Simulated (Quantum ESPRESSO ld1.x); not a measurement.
Values are calculated unless marked as measured or tabulated.
All-electron atom: In4+ in [Kr] 4d7 4f2 (not the ground configuration). Level of theory: scalar-relativistic Kohn-Sham, LDA (Slater exchange, Perdew-Wang correlation), spin-polarised, spherical densities, point nucleus; open shells are filled with parallel spins first (ld1.x of Quantum ESPRESSO 7.5).

Normalised radial functions P(r) = r R(r), r in bohr:

r	4d up	4f up
0.002087	0.0000	0.0000
0.00319	0.0001	0.0000
0.004874	0.0002	0.0000
0.007448	0.0006	0.0000
0.01147	0.0019	0.0000
0.01753	0.0059	0.0000
0.02679	0.0178	0.0001
0.04093	0.0501	0.0004
0.06305	0.1295	0.0017
0.09634	0.2810	0.0065
0.1472	0.4809	0.0220
0.225	0.5567	0.0638
0.3465	0.2189	0.1549
0.5295	-0.5076	0.2997
0.8091	-1.0351	0.4657
1.236	-0.8757	0.5956
1.904	-0.3648	0.6354
2.91	-0.0655	0.4944
4.447	-0.0033	0.2066
6.795	0.0000	0.0297

4d up: eigenvalue -77.879 eV, 1 radial node at r = 0.399 bohr, <r> = 1.06 bohr, 90 % of the charge inside 1.62 bohr. 4f up: eigenvalue -23.789 eV, 0 radial nodes, <r> = 2.18 bohr, 90 % of the charge inside 3.55 bohr.
